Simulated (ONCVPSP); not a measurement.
## Before and after: ONCV potential for hafnium (Hf)

```json
{
 "Element": "hafnium (Hf)",
 "Generator": "ONCVPSP 4.0.1",
 "Type": "optimised norm-conserving Vanderbilt (ONCV)",
 "Functional": "LDA (Perdew-Wang 92)",
 "Relativity": "fully relativistic",
 "Frozen core": "[Kr] 4d10 4f14",
 "Valence charge": "12",
 "Reference configuration": "5s2 5p6 5d2 6s2",
 "Partial waves": "5s+6s: rc 1.70 bohr, ncon 4, nbas 8, qcut 9.1 1/bohr, 2 projectors; 5p: rc 1.35 bohr, ncon 3, nbas 7, qcut 5.1 1/bohr, 2 projectors, debl 0.6 Ha; 5d: rc 2.60 bohr, ncon 4, nbas 8, qcut 4.8 1/bohr, 2 projectors, debl 2.5 Ha",
 "Local potential": "polynomial inside 0.95 bohr (lpopt 5, dvloc0 0 Ha)",
 "Core correction": "none"
}
```

Open shells are filled in proportion to 2j + 1.

In the p channel the program set the typed energies aside and used -1.231, 0.250 Ha (j = l + 1/2; the other j can differ).

Change: core correction polynomial model core, fcfact 0.5.

Cutoffs: the cutoffs (Ha) at which the residual kinetic energy of the hardest occupied pseudo-wave falls to 1 and 0.1 mHa per electron; they do not see the model core or the augmentation charge, which bear on the density cutoff. Errors are all-electron minus pseudo energies relative to the spin-unpolarised reference configuration.

**Question.** What does the change do?

**Answer.** The potential gets neither clearly harder nor softer (77 Ha and 125 Ha → 77 Ha and 125 Ha); both files keep a bound ghost (s); of the 3 tests that both files solve, the error grows in 0 and shrinks in 3 by more than 15 % and 0.3 meV (median size 3.7 → 2.2 meV). Exchange and correlation are not linear in the density, so unscreening with the valence charge alone errs where core and valence overlap; a model core restores that term. A model core, the more so a compact one, raises the density cutoff, which this test does not measure.

| quantity | base | changed |
| --- | --- | --- |
| cutoff, loose | 77 Ha | 77 Ha |
| cutoff, tight | 125 Ha | 125 Ha |
| bound ghosts | s | s |
| GHOST(+) flags under 300 eV | d5/2 at 147.1 eV, p3/2 at 172.2 eV, d3/2 at 174.8 eV, p1/2 at 196.5 eV | d5/2 at 147.1 eV, p3/2 at 172.2 eV, d3/2 at 174.8 eV, p1/2 at 196.5 eV |
| tests counted (converged, no solver errors) | 3 of 4 | 3 of 4 |
| error for 5s2 5p6 5d2 6s1, meV [ΔE 8.19 eV] | +2.4 | -0.6 |
| error for 5s2 5p6 5d2 6s0, meV [ΔE 22.69 eV] | +13 | -7.4 |
| error for 5s2 5p6 5d2 6s0 6p2, meV [ΔE 8.00 eV] | +3.7 | -2.2 |
| s: phases at 1.73 bohr within 0.05 rad from the reference energy up to (Ha; the scan ends near 5) | to the end of the scan | to the end of the scan |
| p3/2: phases at 1.37 bohr within 0.05 rad from the reference energy up to (Ha; the scan ends near 5) | to the end of the scan | to the end of the scan |
| p1/2: phases at 1.37 bohr within 0.05 rad from the reference energy up to (Ha; the scan ends near 5) | to the end of the scan | to the end of the scan |
| d5/2: phases at 2.64 bohr within 0.05 rad from the reference energy up to (Ha; the scan ends near 5) | to the end of the scan | to the end of the scan |
| d3/2: phases at 2.64 bohr within 0.05 rad from the reference energy up to (Ha; the scan ends near 5) | to the end of the scan | to the end of the scan |

Base: Tests not counted: 5s2 5p6 5d1 6s0 (no result). These tests converged, but a pseudo level misses the all-electron one widely, so the file describes the atom poorly there or has found another state: 5s2 5p6 5d2 6s0 6p2: empty 6s by 10.8 eV. Changed file: Tests not counted: 5s2 5p6 5d1 6s0 (no result). These tests converged, but a pseudo level misses the all-electron one widely, so the file describes the atom poorly there or has found another state: 5s2 5p6 5d2 6s0 6p2: empty 6s by 10.8 eV. A true bound ghost makes a file unfit for plane-wave use even where its test errors are small: the radial tests pick states by their node count and pass the ghost by.
